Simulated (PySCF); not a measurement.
**`C=C(/C=C/C)N(C)C`: 4 charge schemes on one density**

Compound: C7H13N.
Z-matrix (Å and degrees, GFN2-xTB geometry), rows numbered from 1:
```
C 
C   1  1.3393
C   2  1.4663  1  119.26
C   3  1.3289  2  124.80  1   147.89
C   4  1.4911  3  124.55  2  -177.38
N   2  1.3978  1  124.30  3   174.16
C   6  1.4472  2  117.14  1   129.05
C   6  1.4424  2  117.71  1    -9.39
H   1  1.0751  2  120.43  3    -0.71
H   1  1.0741  2  123.44  3  -178.41
H   3  1.0822  2  115.32  1   -28.22
H   4  1.0817  3  119.68  2     1.59
H   5  1.0877  4  111.18  3    -1.39
H   5  1.0904  4  110.15  3   119.25
H   5  1.0907  4  110.38  3  -122.32
H   7  1.0997  6  111.60  2   -85.67
H   7  1.0864  6  110.16  2    34.93
H   7  1.0917  6  109.28  2   154.68
H   8  1.0885  6  109.32  2   -48.61
H   8  1.0994  6  113.17  2    73.13
H   8  1.0911  6  108.31  2  -166.85
```

Density: PBE0/pcSseg-1 (PySCF); schemes: Mulliken, IAO, Hirshfeld and ESP-fitted. The structure is a single GFN2-xTB conformer in the gas phase; no vibrational or solvent corrections.

Task: What partial charge does each atom carry?

Result: In e:

```json
{"atom": "C1", "environment": "terminal =CH2 carbon", "Mulliken": "-0.158", "IAO": "-0.414", "Hirshfeld": "-0.153", "ESP-fitted": "-0.636"}
{"atom": "C2", "environment": "vinylic carbon bearing nitrogen", "Mulliken": "+0.079", "IAO": "+0.105", "Hirshfeld": "+0.043", "ESP-fitted": "+0.335"}
{"atom": "C3", "environment": "alkene CH carbon", "Mulliken": "-0.129", "IAO": "-0.172", "Hirshfeld": "-0.059", "ESP-fitted": "-0.467"}
{"atom": "C4", "environment": "alkene CH carbon", "Mulliken": "-0.204", "IAO": "-0.130", "Hirshfeld": "-0.034", "ESP-fitted": "+0.111"}
{"atom": "C5", "environment": "allylic carbon", "Mulliken": "-0.202", "IAO": "-0.422", "Hirshfeld": "-0.116", "ESP-fitted": "-0.324"}
{"atom": "N6", "environment": "enamine nitrogen", "Mulliken": "-0.659", "IAO": "-0.203", "Hirshfeld": "-0.062", "ESP-fitted": "-0.081"}
{"atom": "C7", "environment": "N-methyl carbon", "Mulliken": "-0.086", "IAO": "-0.303", "Hirshfeld": "-0.072", "ESP-fitted": "-0.312"}
{"atom": "C8", "environment": "N-methyl carbon", "Mulliken": "-0.085", "IAO": "-0.305", "Hirshfeld": "-0.068", "ESP-fitted": "-0.533"}
{"atom": "H9", "environment": "vinylic hydrogen", "Mulliken": "+0.101", "IAO": "+0.148", "Hirshfeld": "+0.036", "ESP-fitted": "+0.200"}
{"atom": "H10", "environment": "vinylic hydrogen", "Mulliken": "+0.103", "IAO": "+0.143", "Hirshfeld": "+0.033", "ESP-fitted": "+0.213"}
{"atom": "H11", "environment": "vinylic hydrogen", "Mulliken": "+0.094", "IAO": "+0.142", "Hirshfeld": "+0.043", "ESP-fitted": "+0.220"}
{"atom": "H12", "environment": "vinylic hydrogen", "Mulliken": "+0.107", "IAO": "+0.145", "Hirshfeld": "+0.040", "ESP-fitted": "+0.068"}
{"atom": "H13", "environment": "methyl hydrogen", "Mulliken": "+0.111", "IAO": "+0.143", "Hirshfeld": "+0.045", "ESP-fitted": "+0.097"}
{"atom": "H14", "environment": "methyl hydrogen", "Mulliken": "+0.127", "IAO": "+0.152", "Hirshfeld": "+0.047", "ESP-fitted": "+0.100"}
{"atom": "H15", "environment": "methyl hydrogen", "Mulliken": "+0.122", "IAO": "+0.149", "Hirshfeld": "+0.045", "ESP-fitted": "+0.101"}
{"atom": "H16", "environment": "methyl hydrogen", "Mulliken": "+0.094", "IAO": "+0.116", "Hirshfeld": "+0.031", "ESP-fitted": "+0.120"}
{"atom": "H17", "environment": "methyl hydrogen", "Mulliken": "+0.138", "IAO": "+0.155", "Hirshfeld": "+0.038", "ESP-fitted": "+0.133"}
{"atom": "H18", "environment": "methyl hydrogen", "Mulliken": "+0.111", "IAO": "+0.138", "Hirshfeld": "+0.040", "ESP-fitted": "+0.119"}
{"atom": "H19", "environment": "methyl hydrogen", "Mulliken": "+0.129", "IAO": "+0.153", "Hirshfeld": "+0.045", "ESP-fitted": "+0.179"}
{"atom": "H20", "environment": "methyl hydrogen", "Mulliken": "+0.094", "IAO": "+0.114", "Hirshfeld": "+0.032", "ESP-fitted": "+0.167"}
{"atom": "H21", "environment": "methyl hydrogen", "Mulliken": "+0.114", "IAO": "+0.144", "Hirshfeld": "+0.045", "ESP-fitted": "+0.191"}
```

Mean size of the charges over all atoms: ESP-fitted 0.224 e, IAO 0.186 e, Mulliken 0.145 e, Hirshfeld 0.054 e. Each set sums to the total charge, 0, to within 0.001 e. The ESP scheme is a least-squares fit of atom-centred charges to the potential on four shells outside the van der Waals surface, with the total charge fixed. The Hirshfeld scheme divides the density at each point in proportion to the densities of the neutral, spherically averaged free atoms.

Lowest charge. The schemes don't all agree: Mulliken N6 (-0.659); IAO C5 (-0.422); Hirshfeld C1 (-0.153); ESP-fitted C1 (-0.636).

Highest charge. The schemes don't all agree: Mulliken H17 (+0.138); IAO H17 (+0.155); Hirshfeld H14 (+0.047); ESP-fitted C2 (+0.335).

Task: Sum the charges by element, for elements with more than one atom.

Result: 
```csv
element,atoms,Mulliken,IAO,Hirshfeld,ESP-fitted
C,7,-0.786,-1.641,-0.458,-1.827
H,13,+1.445,+1.844,+0.520,+1.908
```

Task: How closely do the schemes follow one another over all atoms?

Result: Correlation coefficient and root-mean-square difference: IAO with Hirshfeld 0.99, 0.147 e; Hirshfeld with ESP-fitted 0.90, 0.219 e; IAO with ESP-fitted 0.89, 0.131 e; Mulliken with IAO 0.74, 0.144 e; Mulliken with Hirshfeld 0.73, 0.149 e; Mulliken with ESP-fitted 0.53, 0.235 e.
